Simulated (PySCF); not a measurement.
Input and output of a TDDFT job on `C=C(F)BCC(Cl)(Cl)Cl`.

Theory: TDDFT CAM-B3LYP/def2-SVPD, vertical, gas phase, core orbitals frozen in the response in PySCF 2.14.0, density-fitted response routines.

Input of the driver that calls PySCF (job settings, then Cartesian coordinates in Å):

```
{"job": {"kind": "uv", "xc": "CAM-B3LYP", "basis": "def2-SVPD", "nstates": 8, "ntriplets": 3}, "charge": 0, "multiplicity": 1}
C     -2.9076     0.1894    -0.1102
C     -1.6912    -0.3564    -0.0530
F     -1.6442    -1.7041     0.1599
B     -0.3395     0.3805    -0.2016
C      0.9751    -0.4869    -0.0941
C      2.2903     0.2469    -0.2411
Cl     2.4686     1.4914     1.0173
Cl     2.4029     1.0378    -1.8303
Cl     3.6712    -0.8800    -0.0940
H     -3.0198     1.2445    -0.2731
H     -3.8027    -0.4004     0.0040
H     -0.3363     1.5312    -0.3832
H      0.9857    -1.0109     0.8677
H      0.9467    -1.2834    -0.8454
```

The self-consistent field part of the output:

```
coarse grid: 14488 points
cycle   1  E = -1659.6514361958  dE =  1.250e+00  |g| = 7.764e-01  |ddm| = 6.337e+00
cycle   2  E = -1659.5198442342  dE =  1.316e-01  |g| = 1.156e+00  |ddm| = 2.914e+00
cycle   3  E = -1659.8027173057  dE = -2.829e-01  |g| = 6.641e-02  |ddm| = 1.912e+00
cycle   4  E = -1659.8033667385  dE = -6.494e-04  |g| = 4.752e-02  |ddm| = 1.881e-01
cycle   5  E = -1659.8038791591  dE = -5.124e-04  |g| = 1.145e-02  |ddm| = 8.431e-02
cycle   6  E = -1659.8039048088  dE = -2.565e-05  |g| = 3.292e-03  |ddm| = 2.061e-02
cycle   7  E = -1659.8039073827  dE = -2.574e-06  |g| = 8.007e-04  |ddm| = 7.564e-03
final grid: 129744 points
cycle   8  E = -1659.9922145800  dE = -3.251e-05  |g| = 5.310e-03  |ddm| = 9.684e-02
cycle   9  E = -1659.9922132425  dE =  1.338e-06  |g| = 6.250e-03  |ddm| = 1.390e-02
cycle  10  E = -1659.9922203459  dE = -7.103e-06  |g| = 6.366e-04  |ddm| = 6.504e-03
cycle  11  E = -1659.9922204261  dE = -8.019e-08  |g| = 1.546e-04  |ddm| = 1.229e-03
cycle  12  E = -1659.9922204321  dE = -5.995e-09  |g| = 5.695e-05  |ddm| = 4.480e-04
cycle  13  E = -1659.9922204328  dE = -7.444e-10  |g| = 1.940e-05  |ddm| = 1.233e-04
converged SCF energy = -1659.9922204328
```

What follows in the output?

```
Static polarisability (au): isotropic 105.608, principal 89.627 95.972 131.225

Singlet excitations
state   eV       nm        f      main configurations
  1   5.6035    221.3   0.36037   H->L 0.98
  2   5.8555    211.7   0.00027   H-7->L 0.40, H-2->L 0.30, H-4->L 0.13
  3   6.0454    205.1   0.00078   H-5->L 0.46, H-7->L 0.30, H-8->L 0.18
  4   6.3863    194.1   0.00050   H-1->L 0.87
  5   6.5177    190.2   0.00018   H-1->L+1 0.81
  6   6.6634    186.1   0.00249   H-3->L 0.83
  7   6.6832    185.5   0.00029   H-4->L 0.57, H-2->L 0.30
  8   6.8173    181.9   0.00832   H-2->L+1 0.75

Triplet excitations (Tamm-Dancoff, eV): 3.3614 5.4004 5.5270
```

The SCF starts on a coarse grid; the energy jumps when the final grid takes over, and dE counts afresh there. The run used 244 basis functions and 13 SCF iterations for the ground state.

On Arm Neoverse N1, one thread, shared host with 64 logical CPUs at a one-minute load of 61, this took 2.3 min wall and 1.1 GiB of memory at its peak.

What frontier levels and dipole did the ground state of this run have?

HOMO -9.77 eV, LUMO -1.38 eV, dipole 2.63 D.

The structure is a single GFN2-xTB conformer in the gas phase; no vibrational or solvent corrections.
